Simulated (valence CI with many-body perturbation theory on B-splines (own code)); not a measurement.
Which ion has this spectrum?

A relativistic CI+MBPT calculation for an atom or ion with 5 electrons gives these levels (eV):

```csv
J,Parity,E,g
1/2,odd,0.0,0.62
1/2,even,258.7,2.04
3/2,odd,1291.0,1.30
3/2,even,1473.0,1.62
5/2,even,1513.0,1.31
1/2,even,1583.0,1.27
3/2,even,1585.1,0.97
3/2,odd,1854.0,1.31
5/2,even,2781.8,1.42
1/2,even,2887.5,1.92
3/2,even,2888.2,1.17
3/2,odd,3097.3,1.43
5/2,odd,3119.9,1.16
1/2,odd,3175.6,0.62
```

The energies are calculated, and their last digits are not significant.

Q: Which is it?
A. Lu66+
B. Hf67+
C. Ta68+
D. W69+

A: B. Hf67+, ground level (2s^2 2p1/2) J=1/2.
